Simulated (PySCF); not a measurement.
Levels of Si³⁺ from EOM-EA-GCCSD

Reference: closed-shell Si⁴⁺, [Ne]; one electron is added. Calculated with PySCF 2.14, two-component X2C-1e with screened spin-orbit coupling, x2c-TZVPPall-2c with one added diffuse shell each of s, p, d type (6s7p4d1f, 54 functions); frozen nothing; all 98 virtual spinors kept. No Breit or QED terms. Binding energies in eV.

```csv
level,Koopmans,second order,EOM-CCSD
3s1/2,44.674,44.950,44.981
3p1/2,35.932,36.119,36.142
3p3/2,35.874,36.059,36.082
3d3/2,24.906,25.022,25.037
3d5/2,24.906,25.022,25.037
4s1/2,20.936,21.016,21.024
4p1/2,17.917,17.974,17.982
4p3/2,17.897,17.954,17.961
```

Electric-dipole lines between these computed levels:

```csv
lower,upper,ΔE (eV),vacuum wavelength (nm)
3s1/2,3p1/2,8.839,140.3
3s1/2,3p3/2,8.899,139.3
3s1/2,4p1/2,27.000,45.92
3s1/2,4p3/2,27.020,45.89
3p1/2,3d3/2,11.105,111.6
3p1/2,4s1/2,15.118,82.01
3p3/2,3d3/2,11.045,112.3
3p3/2,3d5/2,11.045,112.2
3p3/2,4s1/2,15.058,82.34
3d3/2,4p1/2,7.055,175.7
3d3/2,4p3/2,7.076,175.2
3d5/2,4p3/2,7.076,175.2
4s1/2,4p1/2,3.043,407.5
4s1/2,4p3/2,3.063,404.8
```

Quantum defects δ = n − Z_c √(13.6057 eV / E) with Z_c = 4: 3s1/2 0.800, 3p1/2 0.546, 3p3/2 0.544, 3d3/2 0.051, 3d5/2 0.051, 4s1/2 0.782, 4p1/2 0.521, 4p3/2 0.519.

For comparison, the ionisation energy of Si³⁺ is 45.142 eV (measured; NIST Atomic Spectra Database, ionization energies).

The screened spin-orbit operator tends to give fine-structure splittings of light species too large.

The highest levels are limited by the diffuse functions of the basis.
